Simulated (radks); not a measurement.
Charge is removed step by step from the 3p down level of neutral palladium, starting from [Ne] 3s2 3p(up 3, down 3) 3d10 4s2 4p6 4d10. Method: scalar-relativistic Kohn-Sham, SCAN, spin-polarised, spherical densities, finite nucleus; meta-GGA in the generalised Kohn-Sham scheme; Fermi nuclear charge, rms radius 4.5318 fm; computed with a radial shooting solver on a logarithmic mesh with Libxc functionals.

removed (e)	E - E(0) (eV)	eigenvalue (eV)	E minus straight line (eV)
0	0.000	-522.87	0.000
0.25	131.48	-529.72	-2.650
0.5	264.69	-536.80	-3.575
0.75	399.72	-544.06	-2.685
1	536.54	-551.48	0.000

Removing the whole electron costs 536.54 eV by Delta-SCF, against 522.87 eV from minus the eigenvalue at the starting occupation. Slater's transition state (half an electron removed) gives 536.80 eV. Integrating minus the eigenvalue over the occupation (Janak's theorem) gives 536.92 eV. In this scalar-relativistic scheme the density is built from large components alone, so the theorem holds only approximately. The mean slope of the eigenvalue, de/dn, is 28.6 eV per electron.
